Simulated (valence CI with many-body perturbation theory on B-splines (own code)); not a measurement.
**Tc³⁷⁺: calculated level list**

Computed by relativistic CI+MBPT: four valence electrons over a frozen Dirac-Fock core [He], a basis of 11 s, 11 p, 9 d, 7 f, 5 g, 2 h, 1 i functions for each j, with the one-electron correlation potential Σ1, the two-electron term Σ2, the three-electron term Σ3, Breit, model QED; selected CI, second order for the rest (own B-spline code, finite nucleus).

The last digits are not significant, and no measured levels were compared; by estimate large intervals hold to a few tenths of a per cent, small ones and those within an open d or f shell to about a per cent. Among the levels kept, up to 290 cm⁻¹ of a level comes from second order outside the variational space, and about a tenth of that is noise between levels of different J, which matters for small intervals.

Levels 1 to 45 of 109, with energies above the lowest level, (2s^2 2p1/2^2) J=0. "Leading %" is the weight of the configuration and term that name the level; weights of strongly mixed levels are sums over their largest components and can fall short. In the jj column 3d3/2^4 stands for four electrons in 3d with j = 3/2.

```tsv
No.	Configuration	Term	J	E (eV)	Leading %	Leading jj	g
1	2s2 2p2	3P	0	0.0	74	2s^2 2p1/2^2 (99 %)	
2	2s2 2p2	3P	1	115.7	100	2s^2 2p1/2 2p3/2 (100 %)	1.490
3	2s2 2p2	1D	2	128.3	58	2s^2 2p1/2 2p3/2 (99 %)	1.197
4	2s 2p3	5S°	2	246.9	51	2s 2p1/2^2 2p3/2 (90 %)	1.694
5	2s2 2p2	3P	2	253.0	58	2s^2 2p3/2^2 (98 %)	1.280
6	2s2 2p2	1S	0	282.9	73	2s^2 2p3/2^2 (98 %)	
7	2s 2p3	3D°	1	296.2	46	2s 2p1/2^2 2p3/2 (94 %)	1.003
8	2s 2p3	3D°	2	359.2	54	2s 2p1/2 2p3/2^2 (92 %)	1.475
9	2s 2p3	3D°	3	384.6	100	2s 2p1/2 2p3/2^2 (100 %)	1.321
10	2s 2p3	3P°	0	411.4	100	2s 2p1/2 2p3/2^2 (100 %)	
11	2s 2p3	3D°	1	421.0	36	2s 2p1/2 2p3/2^2 (95 %)	1.274
12	2s 2p3	1D°	2	430.6	64	2s 2p1/2 2p3/2^2 (92 %)	1.115
13	2s 2p3	3P°	1	436.8	36	2s 2p1/2 2p3/2^2 (94 %)	1.441
14	2s 2p3	3P°	2	532.3	49	2s 2p3/2^3 (92 %)	1.338
15	2s 2p3	1P°	1	574.7	49	2s 2p3/2^3 (95 %)	1.238
16	2p4	3P	2	579.6	73	2p1/2^2 2p3/2^2 (98 %)	1.358
17	2p4	1S	0	612.3	54	2p1/2^2 2p3/2^2 (97 %)	
18	2p4	3P	1	702.1	100	2p1/2 2p3/2^3 (100 %)	1.491
19	2p4	1D	2	716.1	74	2p1/2 2p3/2^3 (99 %)	1.119
20	2p4	3P	0	856.5	54	2p3/2^4 (98 %)	
21	2s2 2p 3s	3P°	0	3012.2	98	2s^2 2p1/2 3s (98 %)	
22	2s2 2p 3s	3P°	1	3014.3	68	2s^2 2p1/2 3s (98 %)	1.335
23	2s2 2p 3p	3D	1	3054.1	72	2s^2 2p1/2 3p1/2 (98 %)	0.662
24	2s2 2p 3p	3P	0	3075.2	71	2s^2 2p1/2 3p1/2 (97 %)	
25	2s2 2p 3p	3P	1	3096.9	41	2s^2 2p1/2 3p3/2 (91 %)	1.507
26	2s2 2p 3p	3D	2	3100.4	59	2s^2 2p1/2 3p3/2 (98 %)	1.167
27	2s 2p2 3s	5P	1	3133.4	59	2s 2p1/2^2 3s (84 %)	2.169
28	2s2 2p 3d	3F°	2	3136.7	72	2s^2 2p1/2 3d3/2 (97 %)	0.772
29	2s2 2p 3s	3P°	2	3142.9	88	2s^2 2p3/2 3s (88 %)	1.457
30	2s2 2p 3s	1P°	1	3148.6	67	2s^2 2p3/2 3s (97 %)	1.143
31	2s 2p2 3s	3P	0	3149.5	77	2s 2p1/2^2 3s (91 %)	
32	2s2 2p 3d	3D°	1	3151.0	52	2s^2 2p1/2 3d3/2 (95 %)	0.832
33	2s2 2p 3d	3P°	2	3156.6	41	2s^2 2p1/2 3d5/2 (90 %)	1.292
34	2s2 2p 3d	3F°	3	3156.9	52	2s^2 2p1/2 3d5/2 (98 %)	1.111
35	2s 2p2 3p	5D°	0	3175.1	61	2s 2p1/2^2 3p1/2 (92 %)	
36	2s 2p2 3p	5D°	1	3176.9	33	2s 2p1/2^2 3p1/2 (87 %)	1.521
37	2s2 2p 3p	3P	1	3193.7	52	2s^2 2p3/2 3p1/2 (94 %)	1.426
38	2s2 2p 3p	3D	2	3196.4	39	2s^2 2p3/2 3p1/2 (94 %)	1.201
39	2s 2p2 3p	5P°	2	3218.3	29	2s 2p1/2^2 3p3/2 (89 %)	1.585
40	2s2 2p 3p	3D	3	3222.3	92	2s^2 2p3/2 3p3/2 (92 %)	1.333
41	2s 2p2 3p	3D°	1	3222.8	42	2s 2p1/2^2 3p3/2 (90 %)	1.054
42	2s2 2p 3p	1P	1	3223.5	47	2s^2 2p3/2 3p3/2 (95 %)	1.407
43	2s 2p2 3s	5P	2	3228.0	82	2s 2p1/2 2p3/2 3s (90 %)	1.726
44	2s2 2p 3p	3P	2	3238.9	49	2s^2 2p3/2 3p3/2 (84 %)	1.327
45	2s 2p2 3s	3P	1	3245.4	73	2s 2p1/2 2p3/2 3s (94 %)	1.582
```

The ionisation energy to 2s2 2p 2P°_1/2 of the next ion comes out as 5370.7 eV (NIST: 5361 ± 6 eV (semi-empirical)). All 109 levels together are meant to be complete up to 3427.7 eV.
